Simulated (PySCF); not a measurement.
Computed shifts of a molecule C₄H₅Br, B3LYP/pcSseg-1 in PySCF, GIAO, gas phase, atoms alike by connectivity averaged where their shifts nearly agree, in ppm (number of nuclei): ¹³C: 156.3 (1), 145.4 (1), 129.9 (1), 129.8 (1). ¹H: 6.67 (1), 6.19 (1), 5.93 (2), 5.80 (1). References: ¹³C against TMS (σ = 181.3 ppm); ¹H against TMS (σ = 31.68 ppm), references at their B3LYP-D3(BJ)/def2-TZVP geometries, non-relativistic (without spin–orbit terms, shifts of atoms bonded to Cl or Br come out too high). The structure is a stationary point at PBE0-D3(BJ)/def2-SVP. Other conformers were not sampled.

Question: Which structure fits?
A. C=CC(=C)Br
B. C=C=C(C)Br
C. C=C=CCBr
D. C#CCCBr

Answer: A, C=CC(=C)Br
